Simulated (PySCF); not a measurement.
Compound: C8H11NSe.
Numbering: `[CH3:1][C:2]1=[C:3]([CH3:4])[C@@H:5]([CH3:6])[C@H:7]([C:8]#[N:9])[Se:10]1` (hydrogens: H11, H12, H13 on C1; H14, H15, H16 on C4; H17 on C5; H18, H19, H20 on C6; H21 on C7)

Method: PBE0-D3(BJ)/def2-SVP geometry optimisation, gas phase in PySCF.

(1) List the bond lengths, angles and torsions at this level.

Results:

(1) 
```csv
bond,length (bohr),order
C1–C2,2.814,single
C2=C3,2.541,double
C3–C4,2.822,single
C3–C5,2.867,single
C5–C6,2.887,single
C5–C7,2.911,single
C7–C8,2.749,single
C8≡N9,2.189,triple
C7–Se10,3.727,single
C2–Se10,3.625,single
"C1–H11, C1–H12, C1–H13",2.080,single
"C4–H14, C4–H15, C4–H16",2.081,single
C5–H17,2.085,single
"C6–H18, C6–H19, C6–H20",2.079,single
C7–H21,2.079,single
```

Bonds in one row agree within 0.02 bohr and their mean is given. Orders are formal, as drawn. A selection of angles:
```csv
angle,degrees
C1–C2–C3,129.4
C1–C2–Se10,117.1
C3–C2–Se10,113.5
C2–C3–C4,126.0
C2–C3–C5,116.0
C4–C3–C5,117.9
C3–C5–C6,110.9
C3–C5–C7,107.5
C6–C5–C7,111.4
C5–C7–C8,112.3
C5–C7–Se10,105.2
C8–C7–Se10,109.9
C7–C8–N9,178.5
C2–Se10–C7,86.1
```

Dihedral angles: C1–C2–C3–C4 -2° (synperiplanar); C2–C3–C5–C6 -95° (anticlinal); C3–C5–C7–C8 84° (synclinal); C5–C7–Se10–C2 28° (synperiplanar); C1–C2–Se10–C7 166° (antiperiplanar).

The 7 C–C bonds span 1.344 Å (C2=C3, drawn double) to 1.540 Å (C5–C7, drawn single), a spread of 0.196 Å. Of the pairs four or more bonds apart, H13···H15 is among the closest relative to their van der Waals radii: 2.07 Å, 86 % of the sum of Bondi's values. The 5-membered ring C2–C3–C5–C7–Se10 has internal angles of 86.1° to 116.0°; it is puckered, 0.17 Å rms from its mean plane, widest ring torsion 35°. The 2 C–Se bonds span 1.918 Å (C2–Se10, drawn single) to 1.972 Å (C7–Se10, drawn single), a spread of 0.054 Å.

Point group: C1 (no symmetry element, even within 0.4 Å). Stationary, but not proved a minimum. The numbers are those of one conformer.
